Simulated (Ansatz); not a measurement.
Dissociation curve of ZnH, doublet.

Computed with Ansatz (a quantum-chemistry and plane-wave program) with unrestricted PBE/def2-SVP.

The batch members p0 to p7 hold the bond at 1.22, 1.30, 1.39, 1.44, 1.51, 1.56, 1.62, 1.68 Å.

Ansatz input:

Ansatz 0.2 input:
```yaml
# input.yaml
basis:
  gaussian: { orbitals: def2-svp }
hamiltonian:
  xc: pbe
batch:
  members: [p0.yaml, p1.yaml, p2.yaml, p3.yaml, p4.yaml, p5.yaml, p6.yaml, p7.yaml]

# p4.yaml, one of the 8 members of this batch
crystal:
  periodic: [false, false, false]
  atoms:
    - { symbol: Zn, position_ang: [0.0, 0.0, 0.0] }
    - { symbol: H, position_ang: [0.0, 0.0, 1.51] }
total_charge: 0
magnetization:
  spin_polarized: true
  initial_magnetization: 1
```

Lines of the output on each member:

```
Member 0: Total energy: -48418.24717027 eV, -1779.3377644407 hartree
Member 1: Total energy: -48418.84140157 eV, -1779.3596020382 hartree
Member 2: Total energy: -48419.25486750 eV, -1779.3747966309 hartree
Member 3: Total energy: -48419.40083607 eV, -1779.3801608770 hartree
Member 4: Total energy: -48419.53113646 eV, -1779.3849493280 hartree
Member 5: Total energy: -48419.58272324 eV, -1779.3868451071 hartree
Member 6: Total energy: -48419.60955114 eV, -1779.3878310141 hartree
Member 7: Total energy: -48419.60679694 eV, -1779.3877297993 hartree
```
